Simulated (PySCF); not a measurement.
## Nuclear quadrupole coupling in `CC(=O)[SiH3]`

Species: C2H6OSi.
Z-matrix (Å and degrees, PBE0-D3(BJ)/def2-SVP geometry), rows numbered from 1:
```
C 
C   1  1.5045
O   2  1.2098  1  122.51
Si  2  1.9444  1  120.78  3   179.18
H   1  1.0992  2  110.16  3    -4.88
H   1  1.1021  2  110.44  3  -127.11
H   1  1.1029  2  109.45  3   115.97
H   4  1.4929  2  107.14  1  -110.21
H   4  1.4962  2  112.68  1     9.86
H   4  1.4901  2  108.04  1   131.56
```

Field gradients from the PBE0/pcSseg-1 density (PySCF, non-relativistic), principal values in atomic units, ordered |Vxx| ≤ |Vyy| ≤ |Vzz|:

```json
{"atom": "O3", "Vxx": "0.4363", "Vyy": "1.6084", "Vzz": "-2.0448"}
```

Task: Find the asymmetry η = (Vxx − Vyy)/Vzz and the couplings χ = eQV/h (234.96 MHz × Q in barn × V in au), with Q(17O) = −0.0256 b.

Result: 
```
atom      environment  nucleus     η  χzz (MHz)  χxx (MHz)  χyy (MHz)
  O3  carbonyl oxygen      17O  0.57      12.30      -2.62      -9.67
```

Task: What is Vzz at O3 in SI units (1 au = 9.71736 × 10²¹ V/m²)?

Result: -2.0448 au = -19.870 × 10²¹ V/m².

Task: And the gradient at the other heavy atoms, for which no coupling is worked out here?

Result: 
```json
{"atom": "C1", "environment": "methyl carbon next to a carbonyl", "Vzz (au)": "-0.057", "η": "0.29"}
{"atom": "C2", "environment": "carbonyl carbon", "Vzz (au)": "0.569", "η": "0.07"}
{"atom": "Si4", "environment": "SiH3 silicon", "Vzz (au)": "0.118", "η": "0.57"}
```

Task: What couplings would deuterons (Q(2H) = 0.00286 b) have in place of the hydrogens, at this geometry?

Result: 
```csv
atom,bonded to,bond length (Å),Vzz (au),η,χzz (kHz)
H5,C1,1.099,0.2908,0.01,195
H6,C1,1.102,0.2882,0.04,194
H7,C1,1.103,0.2874,0.03,193
H8,Si4,1.493,0.1411,0.01,95
H9,Si4,1.496,0.1379,0.02,93
H10,Si4,1.490,0.1427,0.01,96
```

Geometry: PBE0-D3(BJ)/def2-SVP; no solvent, vibrations or thermal averaging. These gradients aren't converged with respect to the basis.
